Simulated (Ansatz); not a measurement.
Zn2Se3⁻, relaxed as a doublet with UKS PBE-D4/def2-SVPD in Ansatz, starting from the GFN1-xTB geometry. Force threshold 0.02 eV/Å.

The relaxation made no stability test and no search for a lower SCF solution. The structure comes from a short search, and lower isomers may exist.

Start:

```xyz
5

Zn   -0.0014   -0.0518   -0.1240
Zn    1.3515    2.8987    3.2947
Se    0.6380    1.3391    1.4936
Se   -0.2794   -1.2218   -2.2466
Se   -1.7087   -2.9643   -2.4177
```

Q: Estimate the energy that the relaxation releases and the steps that it takes.

A: 46.1 kcal/mol, in 41 steps; 2.6 min on 4 threads of Arm Neoverse V2 on a shared host. The force fell under the threshold at step 39, but the optimiser went on. No frequencies were taken in this run, so the end may be a saddle point.

Q: Does the start keep its bonding and symmetry?

A: Bonds lost: Se4–Se5 (atoms count from 1). Bonds formed: Zn1–Se5, Zn2–Se4 (atoms count from 1). Metal–metal contacts that move far: Zn1–Zn2 4.71 to 2.59 Å. Point group Cs at the start, C2v at the end, both within 0.05 Å.

Q: Predict the relaxed structure.

A: 
```xyz
5

Zn   -0.1360   -0.6134   -0.1968
Zn    0.3966    1.8047    0.5757
Se    0.6102    0.1049    2.1106
Se   -0.2622    1.4838   -1.6046
Se   -0.6086   -2.7800   -0.8850
```
Bond lengths (bridged metal pairs left out): 5 × Se–Zn 2.30 to 2.53 Å.
